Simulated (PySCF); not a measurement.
Al(H)2(NMe2) (C2H8AlN), SMILES [N]([AlH2])(C)C. Atoms are numbered in the order given.

```xyz
12

Al     0.0000     0.0000     1.4853
H      0.0000    -1.4249     2.2076
H      0.0000     1.4249     2.2076
N      0.0000     0.0000    -0.3160
C      0.0000     1.2098    -1.1190
C      0.0000    -1.2098    -1.1190
H     -0.8958     1.2669    -1.7836
H      0.8958     1.2669    -1.7836
H      0.0000     2.1123    -0.4746
H      0.8958    -1.2669    -1.7836
H     -0.8958    -1.2669    -1.7836
H      0.0000    -2.1123    -0.4746
```

Coordinates come from a PBE-D3(BJ)/def2-SVP optimisation. The structure was generated by enumeration; whether it is a known compound was not checked.

All values below come from PBE-D3(BJ)/def2-SVP (PySCF 2.14.0).

Frequencies are harmonic and unscaled.

| mode | ν (cm⁻¹) | IR (km/mol) | moving atoms (share of kinetic energy) |
|---|---|---|---|
| 1 | 210 | 3.1 | H 70 %, N 25 % |
| 2 | 219 | 0.5 | H 37 %, C 36 %, N 16 %, Al 11 % |
| 3 | 240 | 0.0 | H 94 % |
| 4 | 277 | 0.0 | H 99 % |
| 5 | 306 | 6.0 | H 54 %, N 40 % |
| 6 | 350 | 0.2 | C 40 %, H 37 %, Al 21 % |
| 7 | 526 | 69.3 | H 78 %, Al 14 % |
| 8 | 545 | 143.6 | H 86 %, Al 12 % |
| 9 | 623 | 0.0 | C 35 %, H 28 %, Al 26 %, N 12 % |
| 10 | 741 | 207.4 | H 87 %, Al 11 % |
| 11 | 998 | 80.4 | H 38 %, C 38 %, N 22 % |
| 12 | 1049 | 2.4 | H 73 %, C 25 % |
| 13 | 1071 | 0.0 | H 80 %, C 20 % |
| 14 | 1124 | 0.3 | H 68 %, C 20 %, N 12 % |
| 15 | 1195 | 73.2 | N 59 %, C 32 %, H 10 % |
| 16 | 1258 | 19.8 | N 39 %, H 37 %, C 22 % |
| 17 | 1378 | 1.3 | H 87 %, C 13 % |
| 18 | 1398 | 0.0 | H 97 % |
| 19 | 1402 | 21.1 | H 82 %, C 18 % |
| 20 | 1406 | 12.3 | H 97 % |
| 21 | 1426 | 19.7 | H 97 % |
| 22 | 1450 | 0.6 | H 94 % |
| 23 | 1880 | 82.2 | H 98 % |
| 24 | 1893 | 220.6 | H 95 % |
| 25 | 2892 | 57.4 | H 97 % |
| 26 | 2898 | 160.2 | H 97 % |
| 27 | 2941 | 90.4 | H 91 %, C 9 % |
| 28 | 2951 | 0.0 | H 90 %, C 10 % |
| 29 | 3043 | 12.5 | H 91 %, C 9 % |
| 30 | 3044 | 15.6 | H 91 %, C 9 % |
